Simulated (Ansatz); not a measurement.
GaH3ClO2F, singlet: at the start structure of a reaction step.

in.yaml

```yaml
crystal:
  periodic: [false, false, false]
  atoms:
    - {symbol: Ga, position_ang: [-0.441868, 0.142309, 0.143021]}
    - {symbol: Cl, position_ang: [0.840564, 1.745982, -0.629006]}
    - {symbol: O, position_ang: [-1.640386, -0.574381, -0.937107]}
    - {symbol: O, position_ang: [-0.564223, -0.073747, 1.890904]}
    - {symbol: H, position_ang: [1.851031, -0.302810, -0.650837]}
    - {symbol: F, position_ang: [1.412864, -1.076512, -0.347228]}
    - {symbol: H, position_ang: [-1.534792, -0.304957, -1.851862]}
    - {symbol: H, position_ang: [0.076908, 0.444016, 2.382215]}
basis:
  gaussian: {orbitals: def2-TZVPP}
hamiltonian: {xc: {name: r2SCAN0}, dispersion: d4}
```

Run by:

```bash
ansatz run in.yaml --threads 8 --pin off --events-out ev --progress --plain --max-ram 19148MiB
```

What Ansatz 0.2.0 printed:

```
Functional definition: r2SCAN0
  name "r2SCAN0"
  cite "Bursch, Neugebauer, Ehlert & Grimme, J. Chem. Phys. 156, 134105 (2022) doi:10.1063/5.0086040"
  cite "Furness, Kaplan, Ning, Perdew & Sun, J. Phys. Chem. Lett. 11, 8208 (2020) doi:10.1021/acs.jpclett.0c02405"
  cite "Furness, Kaplan, Ning, Perdew & Sun, J. Phys. Chem. Lett. 11, 9248 (2020) doi:10.1021/acs.jpclett.0c03077"
  parent r2scan
  parameter a = 0.25
  parameter k0 = 0.174
  parameter k1 = 0.065
  parameter a1 = 4.9479
  exchange = (1 - a)*r2scan_x(k0 = k0, k1 = k1, a1 = a1) + a*exact_x
  correlation = r2scan_c
1373 factors; their error is unknown
mean field evaluation 1: about -71751.3306 eV, gradient 8.1e1 eV
mean field evaluation 2: about -71728.1293 eV, gradient 1.4e2 eV
mean field evaluation 4: about -71761.4423 eV, gradient 5.9e0 eV
mean field evaluation 8: about -71761.7216 eV, gradient 2.7e-1 eV
mean field evaluation 16: about -71761.7217 eV, gradient 3.7e-5 eV
mean field -71761.72167837 eV, -2637.1946298381 hartree, gradient 3.7e-5 eV, S^2 0.000000; 0 other end points of the search recorded, 0 dependent functions left out
reference -71761.72168670 eV, -2637.1946301443 hartree; 38, 38 occupied and 187, 187 virtual orbitals, 1373 factors
Total energy: -71761.77124114 eV, -2637.1964512362 hartree
```

The lines “mean field evaluation” count trial sets of orbitals through the whole run, from several starts and some on an approximate energy, so they need not fall steadily or lie above the final value.

Hardware: 8 CPU threads of an AMD EPYC 9R45, shared host. Wall time about 0.9 s.
